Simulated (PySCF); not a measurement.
Be(OH)(GeH3), H4BeGeO, SMILES [GeH3][Be][OH], singlet at its PBE0/def2-SVP optimised geometry (Å):

```
7

Be    -0.2215     0.1206     0.0000
O     -1.6121     0.1147     0.0062
H     -2.5597     0.1415    -0.0071
Ge     1.9596     0.1206     0.0000
H      2.5594    -1.2158     0.4934
H      2.5596     0.3615    -1.4040
H      2.5597     1.2158     0.9109
```

Method: PBE0/def2-TZVP (PySCF 2.14.0).

Map of the electrostatic potential (hartree/e), clipped to [-0.08, 0.12] on the plane z = 1.5 Å:

```
|.............................|
|.............................|
|.............................|
|.............................|
|.............................|
|.::..........................|
|:::::.................     ..|
|::::::.................     .|
|::::::.......::.........     |
|:::::::.....::::....-==:.    |
|:::::::.. ..::-::..:*@%-.    |
|:::::::..  .:-=-:::-*@%-.    |
|:::---:.   .-=+=--==+*=:     |
|::----:.   .=+*+==+*+=:.     |
|::----:.   .=+*+==*#*=:.     |
|:::---:.   .-++===+*+-:.     |
|:::::::.   .-==------:..     |
|:::::::..  .:---::::::..     |
|::::::......:::::....:..     |
|::::::.......:::........     |
|:::::..................      |
|::::..................      .|
|.......................  ....|
|.............................|
|.............................|
|.............................|
|.............................|
|.............................|
|.............................|
```
Scale: ten equal steps from -0.022 (start of ' ') to 0.120 (end of '@'), in the order ' .:-=+*#%@'; x runs from -5.00 to 5.00, y from -5.00 (bottom) to 5.00 (top).
